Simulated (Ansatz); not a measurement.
Ansatz (an electronic-structure program) input (B3LYP-D3(BJ)/def2-TZVP):

Ansatz 0.2 input:
```yaml
crystal:
  periodic: [false, false, false]
  atoms:
    - {symbol: C, position_ang: [-1.50786671, 0.27561986, 0.32171197]}
    - {symbol: C, position_ang: [-0.60756637, -0.99389850, 0.24473001]}
    - {symbol: C, position_ang: [0.56765462, -0.06248254, 0.12437862]}
    - {symbol: C, position_ang: [-0.29290237, 1.14793440, -0.11540677]}
    - {symbol: N, position_ang: [1.77998242, -0.34542982, -0.49913419]}
    - {symbol: H, position_ang: [-1.84526354, 0.49527743, 1.33328089]}
    - {symbol: H, position_ang: [-2.36519482, 0.28883625, -0.34876381]}
    - {symbol: H, position_ang: [-0.78966714, -1.58609173, -0.66378230]}
    - {symbol: H, position_ang: [-0.63863539, -1.67466067, 1.10034406]}
    - {symbol: H, position_ang: [-0.09190223, 2.04680438, 0.47460129]}
    - {symbol: H, position_ang: [-0.34453028, 1.44383475, -1.17324687]}
    - {symbol: H, position_ang: [2.21042858, -1.21136880, -0.20398005]}
    - {symbol: H, position_ang: [2.44897288, 0.41233787, -0.47699691]}
basis:
  gaussian:
    orbitals: def2-TZVP
hamiltonian:
  xc: b3lyp
  dispersion: d3bj
magnetization: {spin_polarized: true, initial_magnetization: 1}
phonons: {temperatures: {t_min: 298.15, t_max: 298.15, t_step: 100}}
```

Output:

```
Functional definition: B3LYP
integrals: 0.11 GiB planned
1227 factors; their error is unknown
mean field: 1.35 GiB planned
mean field evaluation 1: about -5755.4731 eV, gradient 5.4e1 eV
mean field evaluation 2: about -5740.7601 eV, gradient 7.6e1 eV
mean field evaluation 4: about -5768.6025 eV, gradient 4.3e0 eV
mean field evaluation 8: about -5768.6789 eV, gradient 8.3e-2 eV
mean field evaluation 16: about -5768.6475 eV, gradient 6.4e-4 eV
mean field -5768.64750564 eV, -211.9938857027 hartree, gradient 5.9e-5 eV, S^2 0.753781; 0 other end points of the search recorded, 0 dependent functions left out
the calculation of the forces begins
reference -5768.64778676 eV, -211.9938960334 hartree; 20, 19 occupied and 183, 184 virtual orbitals, 1227 factors
these checks for a lower state are left out or cut short: stability, starts, cluster_reference, orbital_swaps, neighbouring_geometries, increment
integrals: 0.11 GiB planned
1227 factors; their error is unknown
mean field: 1.36 GiB planned
mean field -5768.64732232 eV, -211.9938789657 hartree, gradient 3.4e-6 eV, S^2 0.753782; 0 other end points of the search recorded, 0 dependent functions left out
the calculation of the forces begins
reference -5768.64760343 eV, -211.9938892963 hartree; 20, 19 occupied and 183, 184 virtual orbitals, 1227 factors
these checks for a lower state are left out or cut short: stability, starts, cluster_reference, orbital_swaps, neighbouring_geometries, increment
integrals: 0.11 GiB planned
1227 factors; their error is unknown
mean field: 1.36 GiB planned
mean field evaluation 32: about -5768.6473 eV, gradient 5.2e-4 eV
mean field -5768.64732453 eV, -211.9938790470 hartree, gradient 3.4e-6 eV, S^2 0.753780; 0 other end points of the search recorded, 0 dependent functions left out
the calculation of the forces begins
reference -5768.64760565 eV, -211.9938893778 hartree; 20, 19 occupied and 183, 184 virtual orbitals, 1227 factors
these checks for a lower state are left out or cut short: stability, starts, cluster_reference, orbital_swaps, neighbouring_geometries, increment
integrals: 0.11 GiB planned
1227 factors; their error is unknown
mean field: 1.36 GiB planned
mean field -5768.64741294 eV, -211.9938822960 hartree, gradient 3.4e-6 eV, S^2 0.753782; 0 other end points of the search recorded, 0 dependent functions left out
the calculation of the forces begins
reference -5768.64769412 eV, -211.9938926292 hartree; 20, 19 occupied and 183, 184 virtual orbitals, 1227 factors
these checks for a lower state are left out or cut short: stability, starts, cluster_reference, orbital_swaps, neighbouring_geometries, increment
integrals: 0.11 GiB planned
1227 factors; their error is unknown
mean field: 1.35 GiB planned
mean field -5768.64732734 eV, -211.9938791501 hartree, gradient 3.4e-6 eV, S^2 0.753779; 0 other end points of the search recorded, 0 dependent functions left out
the calculation of the forces begins
reference -5768.64760838 eV, -211.9938894783 hartree; 20, 19 occupied and 183, 184 virtual orbitals, 1227 factors
these checks for a lower state are left out or cut short: stability, starts, cluster_reference, orbital_swaps, neighbouring_geometries, increment
integrals: 0.11 GiB planned
1227 factors; their error is unknown
mean field: 1.36 GiB planned
mean field -5768.64738106 eV, -211.9938811242 hartree, gradient 3.4e-6 eV, S^2 0.753779; 0 other end points of the search recorded, 0 dependent functions left out
the calculation of the forces begins
reference -5768.64766218 eV, -211.9938914551 hartree; 20, 19 occupied and 183, 184 virtual orbitals, 1227 factors
these checks for a lower state are left out or cut short: stability, starts, cluster_reference, orbital_swaps, neighbouring_geometries, increment
integrals: 0.11 GiB planned
[...]
mean field -5768.64742682 eV, -211.9938828059 hartree, gradient 3.4e-6 eV, S^2 0.753779; 0 other end points of the search recorded, 0 dependent functions left out
the calculation of the forces begins
reference -5768.64770798 eV, -211.9938931386 hartree; 20, 19 occupied and 183, 184 virtual orbitals, 1227 factors
these checks for a lower state are left out or cut short: stability, starts, cluster_reference, orbital_swaps, neighbouring_geometries, increment
integrals: 0.11 GiB planned
1227 factors; their error is unknown
mean field: 1.36 GiB planned
mean field -5768.64744496 eV, -211.9938834725 hartree, gradient 3.4e-6 eV, S^2 0.753782; 0 other end points of the search recorded, 0 dependent functions left out
the calculation of the forces begins
reference -5768.64772602 eV, -211.9938938013 hartree; 20, 19 occupied and 183, 184 virtual orbitals, 1227 factors
these checks for a lower state are left out or cut short: stability, starts, cluster_reference, orbital_swaps, neighbouring_geometries, increment
integrals: 0.11 GiB planned
1227 factors; their error is unknown
mean field: 1.35 GiB planned
mean field evaluation 256: about -5768.6794 eV, gradient 5.0e-4 eV
mean field -5768.64748152 eV, -211.9938848163 hartree, gradient 3.4e-6 eV, S^2 0.753779; 0 other end points of the search recorded, 0 dependent functions left out
the calculation of the forces begins
reference -5768.64776262 eV, -211.9938951464 hartree; 20, 19 occupied and 183, 184 virtual orbitals, 1227 factors
these checks for a lower state are left out or cut short: stability, starts, cluster_reference, orbital_swaps, neighbouring_geometries, increment
integrals: 0.11 GiB planned
1227 factors; their error is unknown
mean field: 1.36 GiB planned
mean field -5768.64750251 eV, -211.9938855877 hartree, gradient 3.4e-6 eV, S^2 0.753782; 0 other end points of the search recorded, 0 dependent functions left out
the calculation of the forces begins
reference -5768.64778364 eV, -211.9938959190 hartree; 20, 19 occupied and 183, 184 virtual orbitals, 1227 factors
these checks for a lower state are left out or cut short: stability, starts, cluster_reference, orbital_swaps, neighbouring_geometries, increment
integrals: 0.11 GiB planned
1227 factors; their error is unknown
mean field: 1.35 GiB planned
mean field -5768.64742755 eV, -211.9938828327 hartree, gradient 3.4e-6 eV, S^2 0.753779; 0 other end points of the search recorded, 0 dependent functions left out
the calculation of the forces begins
reference -5768.64770858 eV, -211.9938931604 hartree; 20, 19 occupied and 183, 184 virtual orbitals, 1227 factors
these checks for a lower state are left out or cut short: stability, starts, cluster_reference, orbital_swaps, neighbouring_geometries, increment
integrals: 0.11 GiB planned
1227 factors; their error is unknown
mean field: 1.35 GiB planned
mean field -5768.64749186 eV, -211.9938851960 hartree, gradient 3.4e-6 eV, S^2 0.753782; 0 other end points of the search recorded, 0 dependent functions left out
the calculation of the forces begins
reference -5768.64777305 eV, -211.9938955298 hartree; 20, 19 occupied and 183, 184 virtual orbitals, 1227 factors
these checks for a lower state are left out or cut short: stability, starts, cluster_reference, orbital_swaps, neighbouring_geometries, increment
integrals: 0.11 GiB planned
1227 factors; their error is unknown
mean field: 1.35 GiB planned
mean field evaluation 288: about -5768.6475 eV, gradient 2.6e-6 eV
mean field -5768.64745579 eV, -211.9938838706 hartree, gradient 3.4e-6 eV, S^2 0.753781; 0 other end points of the search recorded, 0 dependent functions left out
the calculation of the forces begins
reference -5768.64773700 eV, -211.9938942047 hartree; 20, 19 occupied and 183, 184 virtual orbitals, 1227 factors
these checks for a lower state are left out or cut short: stability, starts, cluster_reference, orbital_swaps, neighbouring_geometries, increment
integrals: 0.11 GiB planned
1227 factors; their error is unknown
mean field: 1.36 GiB planned
mean field -5768.64742110 eV, -211.9938825958 hartree, gradient 3.4e-6 eV, S^2 0.753780; 0 other end points of the search recorded, 0 dependent functions left out
the calculation of the forces begins
reference -5768.64770212 eV, -211.9938929232 hartree; 20, 19 occupied and 183, 184 virtual orbitals, 1227 factors
these checks for a lower state are left out or cut short: stability, starts, cluster_reference, orbital_swaps, neighbouring_geometries, increment
integrals: 0.11 GiB planned
1227 factors; their error is unknown
mean field: 1.36 GiB planned
mean field -5768.64749847 eV, -211.9938854391 hartree, gradient 3.4e-6 eV, S^2 0.753781; 0 other end points of the search recorded, 0 dependent functions left out
the calculation of the forces begins
reference -5768.64777957 eV, -211.9938957694 hartree; 20, 19 occupied and 183, 184 virtual orbitals, 1227 factors
these checks for a lower state are left out or cut short: stability, starts, cluster_reference, orbital_swaps, neighbouring_geometries, increment
integrals: 0.11 GiB planned
1227 factors; their error is unknown
mean field: 1.36 GiB planned
mean field -5768.64743459 eV, -211.9938830915 hartree, gradient 3.4e-6 eV, S^2 0.753780; 0 other end points of the search recorded, 0 dependent functions left out
the calculation of the forces begins
reference -5768.64771571 eV, -211.9938934226 hartree; 20, 19 occupied and 183, 184 virtual orbitals, 1227 factors
these checks for a lower state are left out or cut short: stability, starts, cluster_reference, orbital_swaps, neighbouring_geometries, increment
integrals: 0.11 GiB planned
1227 factors; their error is unknown
mean field: 1.36 GiB planned
mean field -5768.64739037 eV, -211.9938814664 hartree, gradient 3.4e-6 eV, S^2 0.753780; 0 other end points of the search recorded, 0 dependent functions left out
the calculation of the forces begins
reference -5768.64767154 eV, -211.9938917991 hartree; 20, 19 occupied and 183, 184 virtual orbitals, 1227 factors
these checks for a lower state are left out or cut short: stability, starts, cluster_reference, orbital_swaps, neighbouring_geometries, increment
integrals: 0.11 GiB planned
1227 factors; their error is unknown
mean field: 1.36 GiB planned
mean field evaluation 320: about -5768.6467 eV, gradient 4.8e-1 eV
mean field -5768.64740874 eV, -211.9938821415 hartree, gradient 3.4e-6 eV, S^2 0.753781; 0 other end points of the search recorded, 0 dependent functions left out
the calculation of the forces begins
reference -5768.64768980 eV, -211.9938924703 hartree; 20, 19 occupied and 183, 184 virtual orbitals, 1227 factors
these checks for a lower state are left out or cut short: stability, starts, cluster_reference, orbital_swaps, neighbouring_geometries, increment
integrals: 0.11 GiB planned
1227 factors; their error is unknown
mean field: 1.36 GiB planned
mean field -5768.64748770 eV, -211.9938850433 hartree, gradient 3.4e-6 eV, S^2 0.753781; 0 other end points of the search recorded, 0 dependent functions left out
the calculation of the forces begins
reference -5768.64776878 eV, -211.9938953729 hartree; 20, 19 occupied and 183, 184 virtual orbitals, 1227 factors
these checks for a lower state are left out or cut short: stability, starts, cluster_reference, orbital_swaps, neighbouring_geometries, increment
integrals: 0.11 GiB planned
1227 factors; their error is unknown
mean field: 1.35 GiB planned
mean field -5768.64749307 eV, -211.9938852405 hartree, gradient 3.4e-6 eV, S^2 0.753781; 0 other end points of the search recorded, 0 dependent functions left out
the calculation of the forces begins
reference -5768.64777421 eV, -211.9938955723 hartree; 20, 19 occupied and 183, 184 virtual orbitals, 1227 factors
Total energy: -5769.07214214 eV, -212.0094908063 hartree
Atom 0 at    -1.507867     0.275620     0.321712 Å, force    -0.000510     0.000160     0.000505 eV/Å
Atom 1 at    -0.607566    -0.993899     0.244730 Å, force     0.001599    -0.000189    -0.000500 eV/Å
Atom 2 at     0.567655    -0.062483     0.124379 Å, force     0.000605     0.000116     0.001219 eV/Å
Atom 3 at    -0.292902     1.147934    -0.115407 Å, force     0.001562    -0.000436    -0.000458 eV/Å
Atom 4 at     1.779982    -0.345430    -0.499134 Å, force    -0.001757     0.000194    -0.000383 eV/Å
Atom 5 at    -1.845264     0.495277     1.333281 Å, force     0.000350     0.000021     0.000432 eV/Å
Atom 6 at    -2.365195     0.288836    -0.348764 Å, force     0.000275    -0.000144    -0.000619 eV/Å
Atom 7 at    -0.789667    -1.586092    -0.663782 Å, force    -0.000646    -0.000182     0.000054 eV/Å
Atom 8 at    -0.638635    -1.674661     1.100344 Å, force    -0.000078    -0.000278    -0.000492 eV/Å
Atom 9 at    -0.091902     2.046804     0.474601 Å, force    -0.000020     0.000116    -0.000558 eV/Å
Atom 10 at    -0.344530     1.443835    -1.173247 Å, force    -0.000566     0.000362    -0.000038 eV/Å
Atom 11 at     2.210429    -1.211369    -0.203980 Å, force    -0.000318     0.000734     0.000318 eV/Å
Atom 12 at     2.448973     0.412338    -0.476997 Å, force    -0.000495    -0.000473     0.000521 eV/Å
Dipole moment:     0.215412    -0.022377     0.055129 e Å
Vibrations: 131.27 266.89 289.91 373.40 619.66 706.37 745.09 798.05 880.99 920.79 961.24 983.34 1018.86 1070.43 1189.56 1193.77 1235.94 1243.86 1260.47 1334.61 1395.71 1469.45 1477.51 1505.31 1639.62 2953.76 2959.35 3023.46 3026.38 3072.67 3120.13 3505.90 3600.41 cm⁻¹, zero-point energy 3.098004 eV
```

It need not be the lowest isomer of its formula.
